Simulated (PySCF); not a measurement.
Compound: C2H11GeNSi.
Bonds: C1–C2, C2–Ge3, Ge3–N4, N4–Si5. Hydrogens: H6, H7, H8 on C1; H9, H10 on C2; H11, H12 on Ge3; H13 on N4; H14, H15, H16 on Si5.

A GFN2-xTB structure was refined with PBE0-D3(BJ)/def2-SVP geometry optimisation, gas phase (PySCF 2.14.0). Its GFN2-xTB values:

```json
{"coordinate": "C1–C2", "GFN2-xTB": "1.497 Å"}
{"coordinate": "C1–H6", "GFN2-xTB": "1.095 Å"}
{"coordinate": "C2–Ge3", "GFN2-xTB": "1.977 Å"}
{"coordinate": "C2–H9", "GFN2-xTB": "1.113 Å"}
{"coordinate": "Ge3–N4", "GFN2-xTB": "1.861 Å"}
{"coordinate": "Ge3–H11", "GFN2-xTB": "1.527 Å"}
{"coordinate": "Ge3–H12", "GFN2-xTB": "1.493 Å"}
{"coordinate": "N4–Si5", "GFN2-xTB": "1.703 Å"}
{"coordinate": "N4–H13", "GFN2-xTB": "1.021 Å"}
{"coordinate": "Si5–H14", "GFN2-xTB": "1.472 Å"}
{"coordinate": "C1–C2–Ge3", "GFN2-xTB": "111.4°"}
{"coordinate": "C2–Ge3–N4", "GFN2-xTB": "113.2°"}
{"coordinate": "Ge3–N4–Si5", "GFN2-xTB": "125.5°"}
{"coordinate": "C1–C2–Ge3–N4", "GFN2-xTB": "58°"}
{"coordinate": "C2–Ge3–N4–Si5", "GFN2-xTB": "55°"}
```

Question: How do these coordinates change at the PBE0-D3(BJ)/def2-SVP level?

Answer: 
| coordinate | PBE0-D3(BJ)/def2-SVP (Å or °) | change |
| --- | --- | --- |
| Ge3–H12 | 1.544 | +0.051 |
| N4–Si5 | 1.730 | +0.027 |
| C1–C2 | 1.523 | +0.026 |
| Si5–H14 | 1.496 | +0.024 |
| C2–Ge3 | 1.956 | -0.021 |
| Ge3–H11 | 1.545 | +0.018 |
| Ge3–N4 | 1.847 | -0.014 |
| C2–H9 | 1.103 | -0.010 |
| C1–H6 | 1.102 | +0.007 |
| N4–H13 | 1.015 | -0.006 |
| C2–Ge3–N4 | 109.2 | -4.0 |
| Ge3–N4–Si5 | 127.1 | +1.6 |
| C1–C2–Ge3 | 113.0 | +1.6 |
| C2–Ge3–N4–Si5 | 58 | +3 |
| C1–C2–Ge3–N4 | 56 | -2 |

The energy falls by 0.178 eV over 18 energy and gradient evaluations, the largest force component goes from 0.0243 to 1.6e-04 Eh/bohr, and the atoms move by 0.347 Å rms after alignment. The bond that changes most is Ge3–H12 (ends: germanium bonded to C, N and 2 H; Ge–H hydrogen), which lengthens by 0.051 Å. Bonds longer at the end by more than 0.005 Å: 10 of 15; shorter: 5. Among the dihedrals that turn most is Ge3–N4–Si5–H16, from 169° to 130°. Rotational constants go from 3284, 1527, 1180 to 3175, 1546, 1176 MHz.

The run used 147 basis functions and 108 SCF cycles in all. The run took 2.5 min on Arm Neoverse V2, one thread, shared host, and the process peaked at 0.59 GiB of memory.

Stationary, but not proved a minimum. One conformer, not necessarily the lowest.
